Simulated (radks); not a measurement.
The cobalt ion Co25+, 2 electrons, occupied as 1s1 2s1 (not the ground configuration). Calculated with a radial shooting solver on a logarithmic mesh with Libxc functionals: scalar-relativistic Kohn-Sham, BLYP, spin-polarised, spherical densities, point nucleus; open shells are filled with parallel spins first. Some entries of the table are withheld. Estimate them.

| orbital | occ. | eigenvalue (Ry) | <r^2> (bohr^2) |
|---|---|---|---|
| 1s up | 1 | (1) | (2) |
| 2s up | 1 | -171.3623 | 0.05845 |
| 2p up | 0 | -168.0551 | (3) |
| 3s up | 0 | -73.99345 | 0.2966 |

Answer. 
(1) 1s up eigenvalue (Ry): -712.7932
(2) 1s up <r^2> (bohr^2): 0.004046
(3) 2p up <r^2> (bohr^2): 0.04308
